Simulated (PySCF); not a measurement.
## What the low excited states add to the polarisability

Species: C2H11NSi4.
SMILES: `N#C[C@H]([SiH3])[SiH]([SiH3])[SiH3]`

Computed with PySCF, TDDFT PBE0/def2-SVPD, vertical, gas phase, core orbitals frozen in the response. Geometry: GFN2-xTB, one conformer, isolated molecule. Torsions of this conformer, `[N:1]#[C:2][C@H:3]([SiH3:4])[SiH:5]([SiH3:6])[SiH3:7]`: C2–C3–Si5–Si6 -70°.

Computed singlets:

```
state  E (eV)       f
   S1    6.25   0.045
   S2    6.55  0.0065
   S3    6.68   0.137
   S4    6.83   0.024
   S5    6.90   0.028
   S6    6.99  0.0095
   S7    7.14   0.025
   S8    7.19  0.0059
```

Problem. Build the mean polarisability up from these states and compare it with the full response value.

Solution. Each state adds f / ΔE² (ΔE in hartree, 27.2114 eV).

```json
{"state": "S1", "f/ΔE² (au)": "0.85", "running sum (au)": "0.85", "running share of α (%)": "0.6"}
{"state": "S2", "f/ΔE² (au)": "0.11", "running sum (au)": "0.96", "running share of α (%)": "0.7"}
{"state": "S3", "f/ΔE² (au)": "2.28", "running sum (au)": "3.24", "running share of α (%)": "2.3"}
{"state": "S4", "f/ΔE² (au)": "0.39", "running sum (au)": "3.63", "running share of α (%)": "2.6"}
{"state": "S5", "f/ΔE² (au)": "0.43", "running sum (au)": "4.06", "running share of α (%)": "2.9"}
{"state": "S6", "f/ΔE² (au)": "0.14", "running sum (au)": "4.21", "running share of α (%)": "3.0"}
{"state": "S7", "f/ΔE² (au)": "0.36", "running sum (au)": "4.56", "running share of α (%)": "3.2"}
{"state": "S8", "f/ΔE² (au)": "0.08", "running sum (au)": "4.65", "running share of α (%)": "3.3"}
```

The full response gives 141.01 au (20.90 Å³), so 136.4 au comes from the higher roots of the same equations.

Problem. By how much does the contribution of these states grow at 1064 nm?

Solution. With ω = 0.0428 hartree each state's term in the mean polarisability goes from f / ΔE² to f / (ΔE² − ω²); the sum over all 8 states goes from 4.65 to 4.79 au, a rise of 0.15 au.

The largest single term belongs to S3, which also has the largest f.
